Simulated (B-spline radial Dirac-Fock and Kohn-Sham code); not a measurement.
# Magnetic form factor of the 4d shell of Te⁶⁺

System: the Te⁶⁺ ion, 1s2 2s2 2p6 3s2 3p6 3d10 4s2 4p6 4d9 5s1 (not the ground configuration).

Method: relativistic Hartree-Fock (Dirac-Fock) wave functions, averaged over the configuration. Computed with a B-spline atomic structure program. ⟨j_K⟩ is the integral of the 4d radial density with the spherical Bessel function j_K(4πsr), s = sin θ/λ.

```
s (Å⁻¹)     ⟨j0⟩     ⟨j2⟩    ⟨j4⟩
      0   1.0000   0.0000  0.0000
   0.05   0.9818   0.0073  0.0000
    0.1   0.9291   0.0279  0.0003
   0.15   0.8473   0.0590  0.0015
    0.2   0.7443   0.0961  0.0044
   0.25   0.6292   0.1345  0.0097
    0.3   0.5109   0.1696  0.0178
   0.35   0.3972   0.1981  0.0285
    0.4   0.2941   0.2178  0.0414
   0.45   0.2051   0.2277  0.0556
    0.5   0.1323   0.2283  0.0702
    0.6   0.0337   0.2065  0.0962
    0.7  -0.0124   0.1659  0.1134
    0.8  -0.0238   0.1198  0.1194
    0.9  -0.0164   0.0776  0.1153
      1  -0.0018   0.0440  0.1037
    1.1   0.0131   0.0201  0.0878
    1.2   0.0250   0.0051  0.0704
    1.4   0.0364  -0.0055  0.0386
    1.6   0.0349  -0.0022  0.0162
```

Radial moments of the shell: ⟨r²⟩ = 0.9966, ⟨r⁴⟩ = 1.614, ⟨r⁶⟩ = 3.934 in powers of bohr.
